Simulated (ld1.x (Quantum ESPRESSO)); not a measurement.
**Building the TM potential for europium (PBE, scalar-relativistic).**

Eu, norm-conserving Troullier–Martins (Kleinman–Bylander form), made with ld1.x (Quantum ESPRESSO) 7.5 (PBE, scalar-relativistic). Core [Kr] 4d10, reference 4f6 5s2 5p6 5d1 6s2 6p0. Waves: 5s (bound): rc 0.92 bohr; 5p (bound): rc 1.90 bohr; 5d (bound): rc 2.60 bohr; 4f (bound): rc 1.45 bohr. Local part: all-electron potential smoothed inside 1.95 bohr (lloc = -1). Core correction: none.

Occupied shells without a wave of their own: 6s. They enter only through the test configuration that unscreens the potential.

Poles of the logarithmic derivatives, all-electron (AE) and pseudo (PS). s: poles at -3.5, 2.8 (AE) and -3.5, 2.2 (PS) Ry. p: poles at -1.8, 4.2 (AE) and -1.8, 4.0 (PS) Ry. d: poles at 0.6 (AE) and 0.6 (PS) Ry. f: poles at -0.6, 3.5 (AE) and -0.6, 3.9 (PS) Ry. Test radius 2.86 bohr.

- Cutoffs needed: 300 Ry and over 300 Ry (the cutoffs (Ry, on a coarse ladder) from which the occupation-weighted sum of valence levels, in a spherical-Bessel basis at the reference potential, stays within 10 and 1 mRy of its value at 400 Ry)
- Ghost test: ghost state, extra bound levels that the all-electron valence spectrum of the same l lacks: s at -864.2 eV; a true bound ghost makes a file unfit for plane-wave use (spherical-Bessel basis up to 400 Ry, 20 bohr box)
- Largest excitation error: -208 meV (all-electron minus pseudo) for 4f7 5s2 5p6 5d0 6s0 6p0, out of 7 test configurations
